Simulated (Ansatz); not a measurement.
Program: Ansatz. Geometries: PBE0-D4/def2-TZVP. ΔE: electronic, gas phase. CCSD(T)/CBS is the MP2 limit (def2-TZVPP, def2-QZVPP) plus CCSD(T) − MP2 in def2-TZVPP, frozen cores. Functionals use def2-TZVPP. B3LYP here is the variant with VWN-RPA as its local correlation; programs differ in this. Elements past krypton have def2 core potentials. For Sb outer-core shells are correlated without core-valence functions, which leaves a few kJ/mol of doubt a bond. One conformer a species, not always the lowest.

Consider the formal exchange of groups at the Sb–Si bond: `SB[SiH2][SbH2]` + `C[C@@H]1O[C@H]1C` → `C[C@H]1O[C@@H]1[SbH2]` + `C[SiH2]BS`.

```csv
level,ΔE (kJ/mol),difference from CCSD(T)/CBS
r2SCAN-D4,57.9,4.9
B3LYP-D4,54.5,1.5
ωB97M-V,51.8,-1.2
r2SCAN,57.7,4.7
PBE0,62.6,9.6
HF/def2-TZVPP,58.6,5.6
MP2/def2-TZVPP,51.3,-1.7
SCS-MP2/def2-QZVPP,49.3,-3.7
HF/CBS(def2),57.5,4.5
MP2/CBS(def2),53.5,0.5
CCSD(T)/CBS,53.0,0
```

Largest T1 diagnostic among the species: 0.015.

In def2-TZVPP, CCSD(T) changes the Hartree–Fock value by −7.8 kJ/mol (the triples alone add −0.9 kJ/mol) and MP2 by −7.3 kJ/mol. From PBE to PBE0 (25 % exact exchange), in def2-TZVPP and without D4, ΔE moves by +3.2 kJ/mol.

CCSD(T)/CBS has its own doubt, a few kJ/mol and more with outer-core shells, so smaller differences from it don't rank the levels.
